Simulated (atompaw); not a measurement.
**What one change does to a pseudopotential (tin, PAW (atompaw))**

```json
{"Element": "Sn", "Generator": "atompaw 4.2.0.5", "Type": "PAW", "Functional": "PBEsol", "Relativity": "scalar-relativistic", "Frozen core": "[Ar] 3d10 4s2", "Valence charge": "20", "Reference configuration": "4p6 4d10 5s2 5p0 (charge +2)", "Partial waves": "5s (bound): rc 2.10 bohr; 5s channel at 0.05 Ry: rc 2.10 bohr; 4p (bound): rc 1.30 bohr; 5p (bound, empty): rc 2.10 bohr; 4d (bound): rc 1.70 bohr; 4d channel at 0.9 Ry: rc 2.10 bohr", "Local potential": "bessel scheme, radius 1.85 bohr", "Core correction": "smooth core density matched at 1.35 bohr", "Augmentation charge": "sinc compensation charge, radius 1.85 bohr; PAW radius 2.10 bohr; waves and projectors: custom rrkj gramschmidtortho"}
```

Change: augmentation sinc compensation charge, radius 1.85 bohr; PAW radius 2.10 bohr; waves and projectors: custom polynom2 7 10 vanderbiltortho.

Cutoffs: the cutoffs (Ry, on a coarse ladder) from which the occupation-weighted sum of valence levels, in a spherical-Bessel basis at the reference potential, stays within 10 and 1 mRy of its value at 400 Ry; they do not see the model core or the augmentation charge, which bear on the density cutoff.

What does the change do?

The range in which the s phases agree narrows (upper end 4.7 → 3.0); neither file shows a bound ghost.

| quantity | base | changed |
| --- | --- | --- |
| cutoff, loose | 70 Ry | 260 Ry |
| cutoff, tight | 100 Ry | over 300 Ry |
| loose cutoff by channel (10 mRy a level) | s 6 Ry, p 45 Ry, d 35 Ry | s 8 Ry, p 45 Ry, d 25 Ry |
| bound ghosts | none | none |
| s: phases at 2.11 bohr within 0.05 rad from the reference energy up to (Ry; the scan ends near 5) | 4.7 | 3.0 |
| p: phases at 2.11 bohr within 0.05 rad from the reference energy up to (Ry; the scan ends near 5) | to the end of the scan | to the end of the scan |
| d: phases at 2.11 bohr within 0.05 rad from the reference energy up to (Ry; the scan ends near 5) | to the end of the scan | to the end of the scan |
| lowest overlap eigenvalue by channel | s 0.42, p 0.51, d 0.67 | s 0.11, p 0.66, d 0.80 |

 The cutoffs see the waves, projectors and local potential, not the compensation charge or the core.
